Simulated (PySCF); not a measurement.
Molfile (atoms numbered from 1):
```
C5H8F5O
     RDKit          3D

 19 18  0  0  0  0  0  0  0  0999 V2000
   -0.2803   -1.0967   -1.3793 C   0  0  0  0  0  0  0  0  0  0  0  0
    0.0043   -0.2392   -0.2165 O   0  0  0  0  0  0  0  0  0  0  0  0
    0.9419    0.8750   -0.3757 C   0  0  0  0  0  0  0  0  0  0  0  0
    2.3028    0.4114    0.0976 C   0  0  0  0  0  0  0  0  0  0  0  0
    2.6723   -0.6604   -0.6239 F   0  0  0  0  0  0  0  0  0  0  0  0
    2.2044    0.0383    1.3877 F   0  0  0  0  0  0  0  0  0  0  0  0
   -0.7738   -0.3554    1.0034 C   0  0  0  0  0  0  0  0  0  0  0  0
   -2.0929    0.3871    0.8493 C   0  0  0  0  0  0  0  0  0  0  0  0
   -1.8648    1.6756    0.5978 F   0  0  0  0  0  0  0  0  0  0  0  0
   -2.7826    0.2663    1.9612 F   0  0  0  0  0  0  0  0  0  0  0  0
   -2.7864   -0.1150   -0.1681 F   0  0  0  0  0  0  0  0  0  0  0  0
   -0.9384   -0.5461   -2.0620 H   0  0  0  0  0  0  0  0  0  0  0  0
    0.6915   -1.3417   -1.8193 H   0  0  0  0  0  0  0  0  0  0  0  0
   -0.7705   -1.9938   -0.9888 H   0  0  0  0  0  0  0  0  0  0  0  0
    0.9403    1.1391   -1.4408 H   0  0  0  0  0  0  0  0  0  0  0  0
    0.5506    1.7160    0.2095 H   0  0  0  0  0  0  0  0  0  0  0  0
    3.0576    1.2107   -0.0032 H   0  0  0  0  0  0  0  0  0  0  0  0
   -0.9383   -1.4251    1.1833 H   0  0  0  0  0  0  0  0  0  0  0  0
   -0.1646    0.0622    1.8134 H   0  0  0  0  0  0  0  0  0  0  0  0
  1  2  1  0
  2  3  1  0
  3  4  1  0
  4  5  1  0
  4  6  1  0
  2  7  1  0
  7  8  1  0
  8  9  1  0
  8 10  1  0
  8 11  1  0
  1 12  1  0
  1 13  1  0
  1 14  1  0
  3 15  1  0
  3 16  1  0
  4 17  1  0
  7 18  1  0
  7 19  1  0
M  CHG  1   2   1
M  END
```

Geometry: PBE0-D3(BJ)/def2-SVP; GIAO absolute shieldings from PySCF 2.14, gas phase, non-relativistic, averaged over equivalent atoms.

At PBE0/pcSseg-1 (227 basis functions):
```json
{"atoms": "C8", "σ (ppm)": "59.8"}
{"atoms": "C4", "σ (ppm)": "69.8"}
{"atoms": "C3", "σ (ppm)": "95.7"}
{"atoms": "C7", "σ (ppm)": "96.3"}
{"atoms": "C1", "σ (ppm)": "98.4"}
{"atoms": "O2", "σ (ppm)": "318.0"}
{"atoms": "F9/F10/F11", "σ (ppm)": "261.4"}
{"atoms": "F5/F6", "σ (ppm)": "321.3"}
{"atoms": "H17", "σ (ppm)": "24.96"}
{"atoms": "H12/H13/H14", "σ (ppm)": "26.26"}
{"atoms": "H18/H19", "σ (ppm)": "26.53"}
{"atoms": "H15/H16", "σ (ppm)": "26.56"}
```

**Question.** Predict the values at CAM-B3LYP/pcSseg-2 on the same geometry.

**Answer.** 
```
      atoms  σ at CAM-B3LYP/pcSseg-2  change
         C8                     51.2    -8.6
         C4                     62.7    -7.1
         C3                     90.1    -5.6
         C7                     90.5    -5.8
         C1                     94.7    -3.7
         O2                    320.6    +2.6
 F9/F10/F11                    259.0    -2.4
      F5/F6                    319.0    -2.3
        H17                    24.99   +0.03
H12/H13/H14                    26.33   +0.07
    H18/H19                    26.44   -0.09
    H15/H16                    26.51   -0.05
```

The largest change is at C8 (CF3 carbon). Cost: 508 basis functions. The order of the carbon signals is the same at both levels.
